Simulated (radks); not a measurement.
Ionisation of neutral cadmium, [Kr] 4d10 5s2, to [Kr] 4d10 5s1 as the strength of local exchange is varied. All-electron calculation, scalar-relativistic Kohn-Sham, Slater X-alpha exchange (alpha = 2/3 is LDA exchange), no correlation, spin-polarised, spherical densities, finite nucleus; Fermi nuclear charge, rms radius 4.6087 fm. Program: a radial shooting solver on a logarithmic mesh with Libxc functionals.

| alpha | E(Cd) (hartree) | exchange (hartree) | IE (eV) | -e of the level emptied (eV) | <r> of it (bohr) |
|---|---|---|---|---|---|
| 0.667 | -5584.99312 | -144.63928 | 8.210 | 4.935 (5s) | 2.929 |
| 0.677 | -5587.16657 | -146.86540 | 8.277 | 5.002 (5s) | 2.921 |
| 0.72 | -5596.52210 | -156.45697 | 8.569 | 5.292 (5s) | 2.886 |
| 0.819 | -5618.12150 | -178.65861 | 9.257 | 5.982 (5s) | 2.810 |
| 0.832 | -5620.96398 | -181.58626 | 9.349 | 6.075 (5s) | 2.800 |
| 0.879 | -5631.25265 | -192.19457 | 9.684 | 6.415 (5s) | 2.766 |
| 0.951 | -5647.05044 | -208.51767 | 10.207 | 6.950 (5s) | 2.716 |

NIST Atomic Spectra Database: 8.994 eV (measured). The Delta-SCF value meets it near alpha = 0.78.
